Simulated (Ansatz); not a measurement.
CH5Cl2FNSi2 (`CN([SiH]Cl)[SiH](F)Cl`) radical, 12 atoms. The species carries charge 0 and has multiplicity 2. All runs use 2 threads of an AMD EPYC 7R13 on a shared host and a share of an NVIDIA H100 80 GB. Correlated methods freeze the cores. Open-shell runs search over several starts.

(1) Give the basis size and wall time and peak host memory of each of these runs in Ansatz. UHF-MP2/def2-QZVPP energy; UKS PBE0-D4/def2-QZVPP energy; UKS PBE0-D4/def2-TZVP relaxation (36 steps); UHF-CCSD(T)/def2-SVP energy; direct RPA on PBE orbitals/def2-TZVPP energy; UKS PBE0-D4/def2-TZVP frequencies; UKS BLYP-D4/def2-TZVPP energy; UKS B2PLYP (frozen core)/def2-TZVPP energy; UKS PBE0-D4/def2-SVP energy; UHF-CCSD(T)/def2-TZVPP energy; UKS ωB97M-V/def2-QZVPP energy; UKS PBE0-D4/def2-TZVPP energy. (An estimate is asked.)

## Answers

(1) Ansatz gave: Other jobs shared the machine, so times are rough.

| level | job | functions | wall time | peak host memory (GiB) |
| --- | --- | --- | --- | --- |
| UKS BLYP-D4/def2-TZVPP | energy | 331 | 7.5 s | 0.91 |
| UKS PBE0-D4/def2-TZVPP | energy | 331 | 10 s | 0.93 |
| UHF-CCSD(T)/def2-SVP | energy | 139 | 11 s | 0.81 |
| UKS PBE0-D4/def2-SVP | energy | 139 | 11 s | 0.81 |
| UKS B2PLYP (frozen core)/def2-TZVPP | energy | 331 | 12 s | 1.5 |
| UHF-MP2/def2-QZVPP | energy | 601 | 12 s | 1.3 |
| UKS PBE0-D4/def2-QZVPP | energy | 601 | 13 s | 1.3 |
| direct RPA on PBE orbitals/def2-TZVPP | energy | 331 | 14 s | 1.5 |
| UKS ωB97M-V/def2-QZVPP | energy | 601 | 25 s | 1.6 |
| UHF-CCSD(T)/def2-TZVPP | energy | 331 | 37 s | 1.4 |
| UKS PBE0-D4/def2-TZVP | relaxation (36 steps) | 271 | 67 s | 1 |
| UKS PBE0-D4/def2-TZVP | frequencies | 271 | 6.1 min | 1.2 |
